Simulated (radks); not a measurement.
Charge is removed step by step from the 6s down level of W, starting from [Xe] 4f14 5d4 6s(up 1, down 1). Method: scalar-relativistic Kohn-Sham, LDA (Slater exchange, Perdew-Wang correlation), spin-polarised, spherical densities, point nucleus; open shells are filled with parallel spins first (spin-orbit coupling, left out, can overturn this in heavy ions); computed with a radial shooting solver on a logarithmic mesh with Libxc functionals.

removed (e)  E - E(0) (eV)  eigenvalue (eV)  E minus straight line (eV)
0                    0.000           -5.083                       0.000
0.1                  0.536           -5.649                      -0.260
0.2                  1.130           -6.221                      -0.463
0.3                  1.780           -6.797                      -0.608
0.4                  2.489           -7.377                      -0.696
0.5                  3.255           -7.961                      -0.725
0.6                  4.080           -8.546                      -0.696
0.7                  4.964           -9.131                      -0.609
0.8                  5.906           -9.714                      -0.463
0.9                  6.906          -10.287                      -0.259
1                    7.961          -10.772                       0.000

Removing the whole electron costs 7.961 eV by Delta-SCF, against 5.083 eV from minus the eigenvalue at the starting occupation. Slater's transition state (half an electron removed) gives 7.961 eV. Integrating minus the eigenvalue over the occupation (Janak's theorem) gives 7.962 eV. In this scalar-relativistic scheme the density is built from large components alone, so the theorem holds only approximately. The mean slope of the eigenvalue, de/dn, is 5.69 eV per electron. Ionisation energy of W in the NIST Atomic Spectra Database: 7.864 eV (measured).
